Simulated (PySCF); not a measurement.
CH3O, charge +1, singlet, at a GFN2-xTB geometry; MP2/def2-SVP (PySCF).

The PySCF input:
```python
from pyscf import gto, scf, mp

mol = gto.M(
    atom='''
C    -0.581525    0.192120    0.002293
O     0.547301   -0.275526    0.000691
H    -1.419429   -0.519911    0.035349
H    -0.820739    1.263826   -0.026630
H     1.350910    0.307572   -0.028009
''',
    basis='def2-svp',
    charge=1,
    spin=0,
    verbose=4,
)

mf = scf.RHF(mol)
mf.kernel()

pt = mp.MP2(mf, frozen=2)
pt.kernel()
print('E(MP2) = %.10f' % pt.e_tot)
mf.analyze()
```

Task: What does PySCF print? Leave out banner, timings and long lists.

Result: 
```
PySCF version 2.14.0

[INPUT] verbose = 4
[INPUT] num. atoms = 5
[INPUT] num. electrons = 16
[INPUT] charge = 1
[INPUT] spin (= nelec alpha-beta = 2S) = 0
[INPUT] symmetry False subgroup None
[INPUT] Mole.unit = angstrom
[INPUT] Symbol           X                Y                Z      unit          X                Y                Z       unit  Magmom
[INPUT]  1 C     -0.581525000000   0.192120000000   0.002293000000 AA   -1.098922984588   0.363054183051   0.004333142004 Bohr   0.0
[INPUT]  2 O      0.547301000000  -0.275526000000   0.000691000000 AA    1.034248997701  -0.520668680197   0.001305800752 Bohr   0.0
[INPUT]  3 H     -1.419429000000  -0.519911000000   0.035349000000 AA   -2.682332063265  -0.982489399149   0.066799928777 Bohr   0.0
[INPUT]  4 H     -0.820739000000   1.263826000000  -0.026630000000 AA   -1.550971929749   2.388285009105  -0.050323406697 Bohr   0.0
[INPUT]  5 H      1.350910000000   0.307572000000  -0.028009000000 AA    2.552849918936   0.581226843585  -0.052929339023 Bohr   0.0

nuclear repulsion = 37.3453507635412
number of shells = 21
number of NR pGTOs = 69
number of NR cGTOs = 43
basis = def2-svp
ecp = {}

******** <class 'pyscf.scf.hf.RHF'> ********
method = RHF
initial guess = minao
damping factor = 0
level_shift factor = 0
DIIS = <class 'pyscf.scf.diis.CDIIS'>
diis_start_cycle = 1
diis_space = 8
diis_damp = 0
SCF conv_tol = 1e-09
SCF conv_tol_grad = None
SCF max_cycles = 50
direct_scf = True
direct_scf_tol = 1e-13
Set gradient conv threshold to 3.16228e-05
Initial guess from minao.
init E= -114.608410941634
  HOMO = -0.381732259412854  LUMO = -0.0235377806927266  gap/eV = 9.74697
cycle= 1 E= -113.991502019998  delta_E= 0.617  |g|= 0.535  |ddm|= 1.96
  HOMO = -0.860469890756528  LUMO = -0.274309351613549  gap/eV = 15.95024
cycle= 2 E= -114.062440841249  delta_E= -0.0709  |g|= 0.217  |ddm|= 0.576
  HOMO = -0.834668113374401  LUMO = -0.195132629280306  gap/eV = 17.40265
cycle= 3 E= -114.071796167634  delta_E= -0.00936  |g|= 0.0578  |ddm|=  0.2
  HOMO = -0.823932676387646  LUMO = -0.183375662767988  gap/eV = 17.43044
cycle= 4 E= -114.072480600819  delta_E= -0.000684  |g|= 0.0157  |ddm|= 0.0524
  HOMO = -0.827572752771751  LUMO = -0.185614449832754  gap/eV = 17.46858
cycle= 5 E= -114.072546283364  delta_E= -6.57e-05  |g|= 0.00193  |ddm|= 0.0183
  HOMO = -0.827540529227434  LUMO = -0.185409287559542  gap/eV = 17.47328
cycle= 6 E= -114.072547954605  delta_E= -1.67e-06  |g|= 0.000418  |ddm|= 0.00329
  HOMO = -0.82762904441684  LUMO = -0.185430633182868  gap/eV = 17.47511
cycle= 7 E= -114.072548046904  delta_E= -9.23e-08  |g|= 6.89e-05  |ddm|= 0.000809
  HOMO = -0.827628295539847  LUMO = -0.185419754081088  gap/eV = 17.47538
cycle= 8 E= -114.072548049376  delta_E= -2.47e-09  |g|= 1.24e-05  |ddm|= 0.000133
  HOMO = -0.827628691492699  LUMO = -0.185422256913029  gap/eV = 17.47533
cycle= 9 E= -114.072548049446  delta_E= -7.04e-11  |g|= 2.65e-06  |ddm|= 2.07e-05
  HOMO = -0.827628332786206  LUMO = -0.185422100491028  gap/eV = 17.47532
Extra cycle  E= -114.072548049449  delta_E= -3.15e-12  |g|= 1.06e-06  |ddm|= 2.92e-06
converged SCF energy = -114.072548049449

******** <class 'pyscf.mp.mp2.RMP2'> ********
nocc = 6, nmo = 41
frozen orbitals 2
E(RMP2) = -114.377153670889  E_corr = -0.304605621439947
E(SCS-RMP2) = -114.375234540337  E_corr = -0.30268649088794
E_corr(same-spin) = -0.0725079863538429
E_corr(oppo-spin) = -0.232097635086104
E(MP2) = -114.3771536709
**** SCF Summaries ****
Total Energy =                        -114.072548049449324
Nuclear Repulsion Energy =              37.345350763541177
One-electron Energy =                 -223.888096981660368
Two-electron Energy =                   72.470198168669867
Two-electron Coulomb Energy =           86.634791333502875
DFT Exchange-Correlation Energy =      -14.164593164833008
HOMO-LUMO gap [eV] =                    17.475321691433866
**** MO energy ****
MO #1   energy= -20.9508221061096  occ= 2
MO #2   energy= -11.6804998385237  occ= 2
MO #3   energy= -1.77963657737233  occ= 2
MO #4   energy= -1.23629121971878  occ= 2
MO #5   energy= -1.07979535310174  occ= 2
MO #6   energy= -1.00813498146325  occ= 2
MO #7   energy= -0.911040439515525 occ= 2
MO #8   energy= -0.827628332786206 occ= 2
MO #9   energy= -0.185422100491028 occ= 0
MO #10  energy= -0.0705664093209464 occ= 0
MO #11  energy= -0.0198513977547257 occ= 0
MO #12  energy= 0.028595728785755  occ= 0
MO #13  energy= 0.119932189440337  occ= 0
MO #14  energy= 0.341525415157961  occ= 0
MO #15  energy= 0.39521870520859   occ= 0
MO #16  energy= 0.408981435564676  occ= 0
 ** Mulliken pop on meta-lowdin orthogonal AOs  **
 ** Mulliken pop  **
 ** Mulliken atomic charges  **
charge of    0C =      0.43784
charge of    1O =     -0.23780
charge of    2H =      0.19536
charge of    3H =      0.17903
charge of    4H =      0.42558

WARN: System has nonzero charge 1; the dipole moment is origin-dependent.
Location of origin: [0. 0. 0.]

Dipole moment(X, Y, Z, Debye): -0.78280,  2.20247, -0.05540
```
